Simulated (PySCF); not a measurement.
## CaAl at PBE0

Computed with PBE0; basis Ca pcseg-1, Al pcseg-1; no relativity; PySCF 2.14.

```
state                                            : ⁴Π (quartet), unpaired electrons σ ↑↑, π ↑, a second solution, started from another occupation
bond length                                      : 3.052 Å
harmonic wavenumber                              : 223 cm⁻¹
force constant                                   : 0.473 mdyn/Å
rotational constant Be                           : 0.1124 cm⁻¹
anharmonicity ωexe                               : 0.877 cm⁻¹
vibration–rotation constant αe                   : 0.000624 cm⁻¹
energy of the minimum from ground-state Ca + Al  : -0.113 eV
bond order (Mayer)                               : 1.04
dipole moment (positive dipole means Ca(−)Al(+)) : -3.68 D
```
